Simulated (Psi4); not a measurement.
A dimer, C2H6 ··· COS (SMILES CC and O=C=S), singlet; the first 8 atoms form monomer A.

```
11

C      0.7625    -0.0184     0.0256
C     -0.7625     0.0184    -0.0256
H      1.2007     0.6693    -0.7004
H      1.1334     0.2644     1.0128
H      1.1431    -1.0175    -0.1957
H     -1.1431     1.0175     0.1957
H     -1.1334    -0.2643    -1.0128
H     -1.2007    -0.6694     0.7004
O      3.5908    -0.4678     2.6170
C      3.8151    -1.1416     1.7054
S      4.1183    -2.0524     0.4730
```

Q: What interaction energy does SAPT0/jun-cc-pVDZ, frozen core run with Psi4 1.11 give, and which attractive term is the largest?

A: Total -1.72 kJ/mol: electrostatics -2.84, exchange 6.82, induction -0.49, dispersion -5.22. The most attractive term is dispersion.
